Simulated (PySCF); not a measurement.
First SCF of a structure search on singlet CuOF, at a hand-made bent geometry. PySCF input:

```python
from pyscf import gto, scf, dft
mol = gto.M(atom='''
Cu     0.000000     0.000000     0.000000
O     -1.408900     0.000000     0.986600
F      1.441700     0.000000     1.009500''',
    basis={'Cu': 'def2-TZVP', 'O': 'def2-TZVP', 'F': 'def2-TZVP'},
    charge=0, spin=0)
mf = dft.RKS(mol, xc='PBE0')
mf.grids.atom_grid = (50, 194)
aux = {'Cu': 'def2-universal-JKFIT', 'O': 'def2-universal-JKFIT', 'F': 'def2-universal-JKFIT'}
mf = mf.density_fit(auxbasis=aux)
mf.conv_tol = 1e-08
mf.diis_space = 10
mf.max_cycle = 60
mf.init_guess = 'minao'
mf.verbose = 4
mf.kernel()
```

Excerpt of the output (cycles and frontier levels):

```
init E= -1814.68955664048
  HOMO = -0.099512349730294  LUMO = -0.07446318347578  gap/eV = 0.68162
cycle= 1 E= -1811.6866547532  delta_E=    3  |g|= 5.48  |ddm|= 2.01
  HOMO = -0.306559601217205  LUMO = -0.219355914046119  gap/eV = 2.37293
cycle= 2 E= -1797.05771374213  delta_E= 14.6  |g|=   11  |ddm|= 6.99
  HOMO = -0.425598099937259  LUMO = -0.423537911991432  gap/eV = 0.05606
cycle= 3 E= -1812.43485517047  delta_E= -15.4  |g|= 3.91  |ddm|= 6.14
  HOMO = -0.0214783822270041  LUMO = 0.021831056819621  gap/eV = 1.17851
cycle= 4 E= -1807.1692122754  delta_E= 5.27  |g|= 4.27  |ddm|= 4.08
  HOMO = -0.315272920050694  LUMO = -0.279726898802064  gap/eV = 0.96726
cycle= 5 E= -1814.98982666932  delta_E= -7.82  |g|= 0.819  |ddm|= 3.87
  HOMO = -0.269845596178397  LUMO = -0.188994922678226  gap/eV = 2.20006
cycle= 6 E= -1815.00636006826  delta_E= -0.0165  |g|= 0.745  |ddm|= 0.842
  HOMO = -0.326698664879047  LUMO = -0.232037124984124  gap/eV = 2.57587
... 12 lines left out ...
cycle= 13 E= -1815.1027583012  delta_E= -1.6e-05  |g|= 0.0017  |ddm|= 0.0135
  HOMO = -0.325273245505008  LUMO = -0.219207577351384  gap/eV = 2.88619
cycle= 14 E= -1815.10276352146  delta_E= -5.22e-06  |g|= 0.000237  |ddm|= 0.0135
  HOMO = -0.325313745409854  LUMO = -0.219236621087212  gap/eV = 2.88651
cycle= 15 E= -1815.1027636381  delta_E= -1.17e-07  |g|= 0.00012  |ddm|= 0.00196
  HOMO = -0.325326548817502  LUMO = -0.219246174976519  gap/eV = 2.88659
cycle= 16 E= -1815.10276364716  delta_E= -9.06e-09  |g|= 4.19e-05  |ddm|= 0.000338
  HOMO = -0.325319956354302  LUMO = -0.219238359261453  gap/eV = 2.88663
Extra cycle  E= -1815.10276364616  delta_E= 9.98e-10  |g|= 0.000121  |ddm|= 7.84e-05
converged SCF energy = -1815.10276364616
```

No lower solution of this spin was found from smeared starts or by a stability analysis within the restricted form, which does not test spin polarisation.

At the minimum of this search the closed-shell solution is unstable towards spin polarisation, so a lower open-shell solution exists.

The search for the lowest solution, 3 starts and the stability check together, took 8.2 s on 2 threads of a shared Arm Neoverse V2 host, with 107 basis functions; the process peaked at 0.39 GiB.
